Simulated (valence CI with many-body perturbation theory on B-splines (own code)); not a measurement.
E1 line list for Hg⁴⁸⁺

Computed by relativistic CI+MBPT: four valence electrons over a frozen Dirac-Fock core [Ar] 3d10, radial functions for each j: 11 s, 11 p, 9 d, 7 f, 5 g, 2 h, 1 i, with the one-electron correlation potential Σ1 (screened to all orders), the two-electron term Σ2, the three-electron term Σ3, Breit, model QED; selected single and double excitations, second order for the rest (own B-spline code, finite nucleus).

The last digits are not significant, and no measured levels were compared; by estimate large intervals hold to a few tenths of a per cent, small ones and those within an open d or f shell to about a per cent.

Lines 151 to 200 of 242 in falling wavelength, among levels below 5229.8 × 10³ cm⁻¹, chosen from the strongest by gf and those to the six lowest levels. Wavelengths and rates use the calculated energies. Electric multipoles are in the length gauge, E1 and E2 with the static RPA response of the core. Weak lines are less certain than strong ones. Lines between different terms over intervals too small for the method are left out, as are lines whose strength nearly cancels. The highest levels of a list are the least certain.

Levels are named by their leading jj configuration (3d3/2^4 stands for four electrons in 3d with j = 3/2), which in mixed levels can hold well under half, so a name can repeat and another be missing. Letters in brackets count levels of one name in rising energy.

| λ vac (Å) | Upper | Lower | A (s⁻¹) | log gf | Branch % |
| --- | --- | --- | --- | --- | --- |
| 46.08 | (4s 4p1/2 4p3/2^2) J=1 [a] | (4s^2 4p1/2 4p3/2) J=2 | 5.69e+10 | -1.26 | 6.8 |
| 46.05 | (4s 4p1/2 4p3/2 4d3/2) J=0 [b] | (4s^2 4p1/2 4d3/2) J=1 | 7.74e+11 | -0.61 | 28.4 |
| 46.05 | (4s 4p1/2 4p3/2 4d3/2) J=3 [b] | (4s^2 4p1/2 4d3/2) J=2 | 4.54e+10 | -1.00 | 2.4 |
| 46.01 | (4s 4p1/2^2 4p3/2) J=1 | (4s^2 4p1/2^2) J=0 | 6.15e+11 | -0.23 | 91.1 |
| 45.90 | (4s 4p1/2 4p3/2 4d3/2) J=1 [b] | (4s^2 4p1/2 4d3/2) J=2 | 2.57e+11 | -0.61 | 13.4 |
| 45.82 | (4s 4p1/2 4p3/2 4d3/2) J=2 [c] | (4s^2 4p1/2 4d3/2) J=2 | 7.74e+10 | -0.91 | 3.5 |
| 45.80 | (4s 4p3/2^3) J=1 | (4s^2 4p3/2^2) J=0 | 8.10e+11 | -0.12 | 34.6 |
| 45.71 | (4s 4p1/2 4p3/2 4d3/2) J=2 [d] | (4s^2 4p1/2 4d3/2) J=1 | 1.30e+12 | 0.31 | 39.3 |
| 45.70 | (4s 4p1/2 4p3/2^2) J=2 [b] | (4s^2 4p1/2 4p3/2) J=2 | 1.18e+12 | 0.27 | 97.3 |
| 45.44 | (4s 4p1/2 4p3/2 4d3/2) J=1 [c] | (4s^2 4p1/2 4d3/2) J=2 | 9.29e+11 | -0.06 | 59.7 |
| 45.43 | (4s 4p1/2 4p3/2^2) J=1 [b] | (4s^2 4p1/2 4p3/2) J=2 | 1.04e+12 | -0.02 | 65.1 |
| 45.28 | (4s 4p1/2 4p3/2^2) J=1 [a] | (4s^2 4p1/2 4p3/2) J=1 | 7.38e+11 | -0.17 | 88.8 |
| 45.11 | (4s 4p1/2 4p3/2 4d5/2) J=2 [c] | (4s^2 4p1/2 4d5/2) J=3 | 6.75e+11 | 0.01 | 54.4 |
| 45.10 | (4s 4p1/2 4p3/2 4d5/2) J=1 [c] | (4s^2 4p1/2 4d5/2) J=2 | 3.60e+11 | -0.48 | 35.7 |
| 44.99 | (4s 4p1/2 4p3/2 4d3/2) J=3 [c] | (4s^2 4p1/2 4d3/2) J=2 | 1.48e+12 | 0.50 | 94.5 |
| 44.91 | (4s 4p1/2 4p3/2^2) J=2 [b] | (4s^2 4p1/2 4p3/2) J=1 | 4.22e+09 | -2.20 | 0.3 |
| 44.90 | (4p1/2^2 4p3/2^2) J=2 | (4s 4p1/2^2 4p3/2) J=2 | 3.74e+11 | -0.25 | 34.6 |
| 44.89 | (4s 4p1/2 4p3/2 4d5/2) J=2 [c] | (4s^2 4p1/2 4d5/2) J=2 | 5.73e+10 | -1.06 | 4.6 |
| 44.83 | (4s 4p1/2 4p3/2 4d5/2) J=3 [d] | (4s^2 4p1/2 4d5/2) J=3 | 6.83e+11 | 0.16 | 44.8 |
| 44.79 | (4s 4p1/2 4p3/2 4d5/2) J=1 [a] | (4s^2 4p1/2 4d3/2) J=1 | 1.21e+11 | -0.96 | 12.4 |
| 44.64 | (4s 4p1/2 4p3/2^2) J=1 [b] | (4s^2 4p1/2 4p3/2) J=1 | 5.25e+11 | -0.33 | 33.0 |
| 44.41 | (4s 4p1/2 4p3/2 4d5/2) J=2 [d] | (4s^2 4p1/2 4d5/2) J=3 | 2.56e+11 | -0.42 | 13.4 |
| 44.39 | (4s 4p1/2 4p3/2 4d5/2) J=2 [b] | (4s^2 4p1/2 4d3/2) J=1 | 3.61e+10 | -1.27 | 5.2 |
| 44.20 | (4s 4p1/2 4p3/2 4d5/2) J=2 [d] | (4s^2 4p1/2 4d5/2) J=2 | 5.14e+11 | -0.12 | 27.0 |
| 44.12 | (4s 4p3/2^3) J=1 | (4s^2 4p3/2^2) J=2 | 1.53e+12 | 0.13 | 65.2 |
| 43.90 | (4s^2 4p1/2 4f5/2) J=2 | (4s 4p1/2^2 4p3/2) J=1 | 9.91e+10 | -0.84 | 41.6 |
| 43.55 | (4s 4p1/2 4p3/2 4d3/2) J=1 [d] | (4s^2 4p1/2 4d3/2) J=2 | 8.69e+10 | -1.13 | 3.3 |
| 42.64 | (4s 4p1/2 4p3/2 4d3/2) J=0 [a] | (4s 4p1/2^2 4p3/2) J=1 | 5.34e+10 | -1.84 | 67.2 |
| 42.59 | (4s 4p1/2 4p3/2 4d3/2) J=1 [a] | (4s 4p1/2^2 4p3/2) J=1 | 2.04e+06 | -5.78 | 0.0 |
| 42.47 | (4s 4p1/2 4p3/2 4d3/2) J=2 [a] | (4s 4p1/2^2 4p3/2) J=1 | 6.67e+10 | -1.04 | 26.3 |
| 42.45 | (4s 4p1/2 4p3/2 4d3/2) J=2 [d] | (4s^2 4p1/2 4d3/2) J=2 | 3.27e+11 | -0.36 | 9.9 |
| 42.45 | (4s^2 4p1/2 4f5/2) J=3 | (4s 4p1/2^2 4p3/2) J=2 | 4.99e+07 | -4.03 | 0.0 |
| 41.49 | (4s^2 4p1/2 4f5/2) J=2 | (4s 4p1/2^2 4p3/2) J=2 | 9.61e+09 | -1.91 | 4.0 |
| 40.68 | (4s^2 4p1/2 4f7/2) J=3 | (4s 4p1/2^2 4p3/2) J=2 | 7.46e+10 | -0.89 | 30.1 |
| 40.32 | (4s 4p1/2 4p3/2 4d3/2) J=1 [a] | (4s 4p1/2^2 4p3/2) J=2 | 2.08e+10 | -1.82 | 33.0 |
| 40.21 | (4s 4p1/2 4p3/2 4d3/2) J=2 [a] | (4s 4p1/2^2 4p3/2) J=2 | 1.15e+11 | -0.86 | 45.4 |
| 39.78 | (4s 4p1/2 4p3/2 4d3/2) J=2 [b] | (4s 4p1/2^2 4p3/2) J=1 | 7.74e+10 | -1.04 | 8.0 |
| 39.71 | (4s 4p1/2 4p3/2 4d3/2) J=3 [a] | (4s 4p1/2^2 4p3/2) J=2 | 5.21e+09 | -2.06 | 5.6 |
| 39.21 | (4s 4p1/2 4p3/2 4d3/2) J=1 [b] | (4s 4p1/2^2 4p3/2) J=1 | 6.52e+10 | -1.35 | 3.4 |
| 39.15 | (4s 4p1/2 4p3/2 4d3/2) J=2 [c] | (4s 4p1/2^2 4p3/2) J=1 | 1.27e+10 | -1.83 | 0.6 |
| 38.88 | (4s 4p1/2 4p3/2 4d3/2) J=1 [c] | (4s 4p1/2^2 4p3/2) J=1 | 4.75e+10 | -1.49 | 3.0 |
| 37.79 | (4s 4p1/2 4p3/2 4d3/2) J=2 [b] | (4s 4p1/2^2 4p3/2) J=2 | 2.40e+11 | -0.59 | 24.7 |
| 37.73 | (4s^2 4p3/2 4d3/2) J=2 | (4s^2 4p1/2 4p3/2) J=2 | 1.41e+12 | 0.18 | 57.8 |
| 37.51 | (4s^2 4p3/2 4d3/2) J=1 | (4s^2 4p1/2 4p3/2) J=2 | 2.78e+11 | -0.75 | 13.2 |
| 37.48 | (4s 4p1/2 4p3/2 4d3/2) J=1 [d] | (4s 4p1/2^2 4p3/2) J=1 | 2.00e+12 | 0.10 | 77.1 |
| 37.46 | (4s^2 4p3/2 4d3/2) J=3 | (4s^2 4p1/2 4p3/2) J=2 | 1.84e+12 | 0.43 | 100.0 |
| 37.37 | (4s 4p1/2 4p3/2 4d3/2) J=3 [b] | (4s 4p1/2^2 4p3/2) J=2 | 1.77e+12 | 0.41 | 93.7 |
| 37.30 | (4s 4p1/2 4p3/2 4d5/2) J=2 [a] | (4s 4p1/2^2 4p3/2) J=1 | 7.02e+09 | -2.14 | 1.5 |
| 37.27 | (4s 4p1/2 4p3/2 4d3/2) J=1 [b] | (4s 4p1/2^2 4p3/2) J=2 | 1.55e+12 | -0.01 | 80.9 |
| 37.23 | (4s 4p1/2 4p3/2 4d3/2) J=2 [c] | (4s 4p1/2^2 4p3/2) J=2 | 2.10e+12 | 0.34 | 93.7 |

Problem. How does gf follow from A for the line at 45.90 Å?

Solution. gf = 1.4992 × (2J+1)_upper × A / σ², with σ = 2178835 cm⁻¹ and 2J+1 = 3: gf = 0.244.
